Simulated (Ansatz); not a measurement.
The first iterations of a band of a periodic cell of 20 atoms, H3W16N (surface W(110), adsorbate NH3).

Level of theory: DFT LDA, scalar-relativistic, plane waves, PAW in Ansatz 0.2.0. Settings: PAW set soft_1, cutoff 420 eV, k mesh 3x4x1, gaussian smearing 0.05 eV, no spin polarisation.

```json
{
  "movable images": "5",
  "climbing image": "yes",
  "spring": "5.0 eV/Å²",
  "optimiser": "quadratic models (default)",
  "start path": "IDPP",
  "force threshold": "0.05 eV/Å",
  "iteration limit": "38",
  "end points": "relaxed",
  "atoms held": "1 to 4"
}
```

Initial state:

```xyz
20
Lattice="6.3200 0.0000 0.0000 3.1600 4.4689 0.0000 0.0000 0.0000 18.7034" Properties=species:S:1:pos:R:3
W 0.000 2.234 1.000
W 3.160 2.234 1.000
W 1.580 4.469 1.000
W 4.740 4.469 1.000
W 0.000 0.001 3.141
W 3.160 0.001 3.146
W 1.580 2.235 3.138
W 4.741 2.235 3.137
W 0.002 2.216 5.349
W 3.161 2.252 5.349
W 1.571 4.469 5.345
W 4.748 4.466 5.346
W -0.001 0.000 7.589
W 3.159 -0.003 7.494
W 1.583 2.236 7.472
W 4.742 2.233 7.468
N 3.160 4.548 9.806
H 2.297 4.121 10.167
H 3.984 4.051 10.169
H 3.203 5.538 10.089
```

Final state:

Only the atoms that move by more than 0.05 Å are listed.
```
W13 0.040 0.029 7.603
W14 3.184 0.062 7.456
W16 4.734 2.236 7.553
N17 4.074 3.389 9.225
H18 1.551 3.816 8.523
H19 4.743 3.918 9.792
H20 3.451 2.866 9.848
```

| iteration | highest image above the first end (eV) | largest band force component (eV/Å) |
| --- | --- | --- |
| 1 | 2.184 | 3.382 |
| 2 | 1.437 | 2.325 |
| 3 | 1.157 | 8.326 |
| 4 | 1.001 | 0.740 |
| 5 | 0.950 | 0.554 |
| 6 | 0.856 | 1.179 |
| 7 | 0.760 | 0.751 |
| 8 | 0.703 | 1.049 |
| 9 | 0.783 | 1.168 |
| 10 | 0.863 | 0.849 |

**Question.** Does the band converge within its limit, and where does its top end?

**Answer.** It converged. It ended after 32 iterations with the highest image 0.835 eV above the first end. By the program's own check the climbing image is of a kind that is not told: the force calls were inconclusive, a negative curvature could not be distinguished from the path's own, the only one lies far off the path, or fixed occupations may fill a level only in part (lowest curvatures found: -4.26 and 0.02 eV/Å²). Limits of this set-up: coarse k mesh, thin slab, slab without dipole correction, no dispersion correction for a molecule that may bind weakly, PAW files made for another functional, a typed lattice constant that wasn't relaxed here.

Run time: 59 min on 4 threads of Arm Neoverse V2 (shared host), peak memory 4.4 GiB.
